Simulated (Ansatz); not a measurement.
Geometry optimisation, RKS BHLYP-D4/def2-SVP in Ansatz 0.2.0.

input.yaml

```yaml
crystal:
  periodic: [false, false, false]
  atoms:
    - { symbol: "N", position_ang: [-1.5324, 0.2389, 2.0534] }
    - { symbol: C, position_ang: [-0.69, -0.2015, 1.2461] }
    - { symbol: Si, position_ang: [0.3905, -1.443, 0.8822] }
    - { symbol: "N", position_ang: [0.2072, -0.0622, -0.0612] }
    - { symbol: Ge, position_ang: [0.4647, 0.8469, -1.6565] }
    - { symbol: H, position_ang: [-2.0506, 1.2023, 1.8094] }
    - { symbol: H, position_ang: [1.06197, 0.31385, -0.51896] }
    - { symbol: H, position_ang: [-0.1221, -2.6355, 0.2883] }
    - { symbol: H, position_ang: [-0.1519, 2.2889, -1.4997] }
    - { symbol: H, position_ang: [1.995, 0.9695, -1.8346] }
    - { symbol: H, position_ang: [-0.1859, 0.089, -2.8045] }
basis:
  gaussian: { orbitals: def2-SVP }
hamiltonian:
  xc: { name: BHLYP }
  dispersion: d4
relax:
  f_tol: 0.02
  max_steps: 50
```

Launched with:

```bash
$ ansatz run input.yaml --threads 2 --pin off --max-ram 3072MiB --backend cpu --events-out ev --progress --plain --runs-dir out
```

Question: Where does it end, and by what steps?

Answer: The forces met the threshold. After 20 steps the energy has fallen by 6.225 eV; H7 moved furthest, 1.41 Å. Parted: Ge5–H7.

```
step  energy less start (eV)  largest force component (eV/Å)  accepted
   0                  0.0000                           7.384       yes
   1                 -2.5511                           5.120       yes
   2                 -4.1524                           3.206       yes
   3                 -4.9408                           1.762       yes
   4                 -5.3488                           1.367       yes
   5                 -5.6981                           0.940       yes
   6                 -5.9396                           0.603       yes
   7                 -6.0968                           0.802       yes
   8                 -6.1399                           0.592       yes
   9                 -6.1804                           0.676       yes
  10                 -6.2001                           0.497       yes
  11                 -6.2080                           0.352       yes
  12                 -6.2127                           0.133       yes
  13                 -6.2169                           0.157       yes
  14                 -6.2195                           0.153       yes
  15                 -6.2214                           0.068       yes
  16                 -6.2229                           0.072       yes
  17                 -6.2237                           0.061       yes
  18                 -6.2241                           0.051       yes
  19                 -6.2244                           0.028       yes
  20                 -6.2246                           0.016       yes
```

```xyz
11
Properties=species:S:1:pos:R:3
N -1.593 0.262 1.463
C -0.595 -0.356 1.042
Si 0.562 -1.819 0.865
N 0.545 0.182 0.257
Ge 0.283 0.777 -1.506
H -1.582 1.248 1.207
H 1.158 0.772 0.809
H -0.059 -2.212 -0.463
H -0.160 2.244 -1.472
H 1.624 0.636 -2.219
H -0.796 -0.127 -2.077
```

The run took 97 s on 2 threads of Arm Neoverse V1, on a shared host, peak memory 0.32 GiB.
